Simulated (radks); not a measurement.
The numbers below are computed, except where a source is named.
Question: The tungsten ion W+, configuration [Xe] 4f14 5d4 6s1. Level of theory: Dirac Kohn-Sham, PBE, spin-unpolarised, spherical densities, finite nucleus; open shells fill j = l - 1/2 first; Fermi nuclear charge, rms radius 5.3658 fm (a radial shooting solver on a logarithmic mesh with Libxc functionals). Some entries of the table are withheld. Estimate them.

orbital  occ.  eigenvalue (eV)  <r^2> (bohr^2)  <r> (bohr)
1s1/2       2        -69378.73             (1)     0.01835
2s1/2       2        -11972.71        0.007063         (2)
2p1/2       2        -11451.92        0.005042     0.06365
2p3/2       4        -10099.25        0.006243     0.07161
3s1/2       2        -2762.546             (3)      0.2006
3p1/2       2        -2530.034         0.04232      0.1906
3p3/2       4        -2237.541         0.04891      0.2053
3d3/2       4        -1845.169         0.03792      0.1797
3d5/2       6        -1781.559         0.03973      0.1842
4s1/2       2        -575.3367          0.2283      0.4495
4p1/2       2        -478.8029          0.2355      0.4546
4p3/2       4        -411.0221          0.2708      0.4878
4d3/2       4        -252.2797          0.2955      0.5047
4d5/2       6        -239.7897          0.3088      0.5162
5s1/2       2         -85.8253           1.285       1.069
5p1/2       2         -57.2983           1.576       1.179
5p3/2       4         -47.5241           1.871       1.284
4f5/2       6         -41.2742          0.4573      0.6032
4f7/2       8         -39.0375          0.4731      0.6130
6s1/2       1         -12.0452           10.01       2.977
5d3/2       4         -11.9073           4.500       1.940
5d5/2       0         -11.1431           4.862       2.015

Answer: 
(1) 1s1/2 <r^2> (bohr^2): 0.0004632
(2) 2s1/2 <r> (bohr): 0.07695
(3) 3s1/2 <r^2> (bohr^2): 0.04613
